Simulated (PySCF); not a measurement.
Isomers of C5H6ClF. Level of theory: PBE0-D3(BJ)/def2-SVP geometry optimisation, gas phase in PySCF. Energies are electronic, without zero-point or thermal terms, for one conformer each. No frequencies were run at this level. Point groups hold within 0.08 Å.

Task: Rank from lowest to highest electronic energy at this level (kcal/mol).
A. `[CH2:1]=[CH:2]/[C:3]([F:4])=[C:5](/[CH3:6])[Cl:7]` with C1–C2–C3–F4 -1°
B. `[CH2:1]=[C:2]([Cl:3])/[CH:4]=[C:5](/[CH3:6])[F:7]` with C1–C2–C4–C5 179°

Result: A (0.0), B (1.3).

Neighbours under 2.5 kcal/mol apart (C=C/C(F)=C(/C)Cl and C=C(Cl)/C=C(/C)F) can change places with a better method, another conformer or zero-point energy.

```csv
SMILES,E (Eh),E rel (kcal/mol),dipole (D),point group,"A, B, C (MHz)"
C=C/C(F)=C(/C)Cl,-753.31458,0.0,0.18,–,"3275, 1571, 1069"
C=C(Cl)/C=C(/C)F,-753.31244,1.3,2.78,Cs,"3853, 1443, 1057"
```

Task: How do the relative energies change in single points at PBE0/pcSseg-1 (no added dispersion term) on the same geometries?

Result: 
| SMILES | PBE0-D3(BJ)/def2-SVP (kcal/mol) | PBE0/pcSseg-1 (kcal/mol) | shift |
| --- | --- | --- | --- |
| C=C/C(F)=C(/C)Cl | 0.0 | 0.0 | 0.0 |
| C=C(Cl)/C=C(/C)F | 1.3 | 0.8 | -0.5 |

Each column counts from its own lowest isomer. The order is unchanged; the largest shift is 0.5 kcal/mol.

Task: As an exercise, what shares would exp(−E/RT) give at 1000 K from these electronic energies alone (no entropy, no degeneracies)?

Result: RT = 1.987 kcal/mol: C=C/C(F)=C(/C)Cl 66.3 %, C=C(Cl)/C=C(/C)F 33.7 %.
